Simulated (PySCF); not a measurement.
## Ionisation energy of I by level of theory

I [Kr] 4d10 5s2 5p5 (2P) → I⁺ [Kr] 4d10 5s2 5p4 (3P), as a difference of total energies. Calculation: PySCF 2.14, in cc-pVDZ-PP with ECP28MDF (4s3p2d, 23 functions); scalar relativity through the core potential. Correlated levels: valence: 4s2 4p6 4d10 frozen. The calculations carry no spin-orbit coupling.

```csv
method,ionisation energy (eV),error (eV)
UHF,9.591,-0.928
PBE0,10.544,+0.025
PBE,10.494,-0.025
MP2 (valence),10.061,-0.458
SCS-MP2 (valence),10.041,-0.478
CCSD (valence),10.034,-0.485
CCSD(T) (valence),10.035,-0.484
```

Reference: 10.519 eV (measured; NIST levels, between the centres of gravity of the two terms).

Errors of the correlated levels include the incompleteness of this basis and the frozen core.
